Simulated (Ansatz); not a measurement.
`[F][Ga]([Cl])[SeH]` + H–F → `[F][Ga]([F])[SeH]` + HCl at 600 K and 1 bar (ligand exchange at a Ga–Cl bond).

Program: Ansatz. Geometries: PBE0-D4/def2-TZVP. ΔE: electronic, gas phase. CCSD(T)/CBS is the MP2 limit (def2-TZVPP, def2-QZVPP) plus CCSD(T) − MP2 in def2-TZVPP, frozen cores. This one scheme is used for every species. For Ga, Se outer-core shells are correlated without core-valence functions, which leaves a few kJ/mol of doubt a bond. Scalar relativity is left out up to krypton. One conformer a species, not always the lowest.

| species | CCSD(T)/CBS energy (Eh) | H − E (kJ/mol) | S (J/(mol·K)) |
| --- | --- | --- | --- |
| `[F][Ga]([Cl])[SeH]` | -4884.95419 | 77.6 | 416.4 |
| H–F | -100.39570 | 42.3 | 194.0 |
| `[F][Ga]([F])[SeH]` | -4524.95394 | 78.3 | 404.3 |
| HCl | -460.38127 | 35.4 | 207.2 |

H − E and S are ideal-gas, rigid-rotor, harmonic terms from PBE0-D4/def2-TZVP, for one conformer and one mirror image of each species. 1 Eh = 2625.50 kJ/mol, R = 8.31446 J/(mol·K).

Q: By hand: ΔE, ΔH, ΔS and ΔG.

A: ΔE = (-4524.95394) + (-460.38127) − (-4884.95419) − (-100.39570) = 0.01468 Eh = 38.5 kJ/mol. Δ(H − E) = 78.3 + 35.4 − 77.6 − 42.3 = -6.2, so ΔH = 32.3 kJ/mol. ΔS = 404.3 + 207.2 − 416.4 − 194.0 = 1.1 J/(mol·K). ΔG = 32.3 − 600 × (1.1)/1000 = 31.6 kJ/mol.

Q: By hand: the equilibrium constant, and the temperature at which ΔG would vanish if ΔH and ΔS stayed fixed.

A: log₁₀ K = −ΔG/(RT ln 10) = -2.8. ΔG = 0 at ΔH/ΔS = 29364 K, far beyond where these terms or the molecules hold.

The number of gas molecules stays the same, so ΔS is small and ΔH decides. A doubt of 5 kJ/mol in ΔE shifts log₁₀ K by 0.4 here. Other conformers and mirror images would add mixing entropy, several J/(mol·K) or more a flexible species. These are equilibria of isolated gas molecules and say nothing of rates. Largest T1 diagnostic: 0.013 (customary marks: 0.02 for closed shells, 0.045 for open ones).
